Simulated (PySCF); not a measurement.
C₅H₁₀AsN.
Cartesian coordinates in Å at the PBE0-D3(BJ)/def2-SVP level; atoms count from 1:
```
atom  x, y, z in Å
C1    -1.1047   -1.7686    0.9118
C2    -1.1986   -0.3593    0.3473
As3    0.2625    0.8339    0.9290
C4    -0.3043    2.4119   -0.0946
C5     1.6258    0.2598   -0.4233
C6     2.1777   -1.0455   -0.1380
N7     2.5878   -2.1006    0.1107
H8    -0.2026   -2.2943    0.5663
H9    -1.0763   -1.7583    2.0123
H10   -1.9758   -2.3701    0.6088
H11   -1.2331   -0.3625   -0.7548
H12   -2.1229    0.1351    0.6904
H13   -1.1629    2.8733    0.4140
H14    0.5119    3.1481   -0.1205
H15   -0.5940    2.1523   -1.1238
H16    2.4331    1.0083   -0.4120
H17    1.1712    0.2616   -1.4265
```

Method: PySCF 2.14.0, density-fitted response routines, TDDFT PBE0/def2-SVPD, vertical, gas phase, core orbitals frozen in the response. Relativistic effects, spin–orbit coupling among them, are left out although an element past zinc is present.

Computed states:

```tsv
state	E (eV)	f
S1	6.00	0.085
S2	6.42	0.062
S3	6.48	0.055
S4	6.79	0.015
S5	7.02	0.067
S6	7.32	0.055
```

Each state is given a Gaussian of 0.4 eV full width at half maximum, with ε(max) = 2.175×10⁸ f / Δν̃ (Δν̃ the width in cm⁻¹). The width is an assumption, not a result. The curve ends short of the highest state used, and states not computed would add to its high-energy end.

(1) Give the broadened spectrum and its maxima.

(2) Coming from long wavelengths, where does ε first pass 100 L mol⁻¹ cm⁻¹?

(3) On this curve, what absorbance would a 10⁻³ mol/L sample give at 193 nm over a 1 cm path?

## Answers

(1) 
E (eV), ε (L mol⁻¹ cm⁻¹) and a bar:
```
     5.40         11 
     5.45         30 
     5.49         62 
     5.54        144 
     5.58        265 #
     5.63        526 ##
     5.67        856 ###
     5.72       1455 #####
     5.77       2270 ########
     5.81       3045 ###########
     5.86       4072 ###############
     5.90       4837 ##################
     5.95       5579 #####################
     5.99       5923 ######################
     6.04       6022 ######################
     6.09       5851 ######################
     6.13       5658 #####################
     6.18       5541 ####################
     6.22       5660 #####################
     6.27       6121 #######################
     6.31       6678 #########################
     6.36       7425 ###########################
     6.40       7890 #############################
     6.45       8112 ##############################
     6.50       7831 #############################
     6.54       7276 ###########################
     6.59       6319 #######################
     6.63       5501 ####################
     6.68       4617 #################
     6.72       4132 ###############
```

Maxima: 206 nm (6.03 eV), ε about 6000, made up of S1 (94%); 192 nm (6.45 eV), ε about 8100, made up of S2 (51%) and S3 (45%) (ε in L mol⁻¹ cm⁻¹; maxima over ε = 5, shares over 10%).

(2) At about 225 nm (5.52 eV), 0.48 eV below S1.

(3) 193 nm is 6.424 eV, where ε is about 8100 L mol⁻¹ cm⁻¹, so A = ε c l ≈ 8.1 (Beer–Lambert, with the gas-phase spectrum and the assumed width).

One conformer stands for the species.
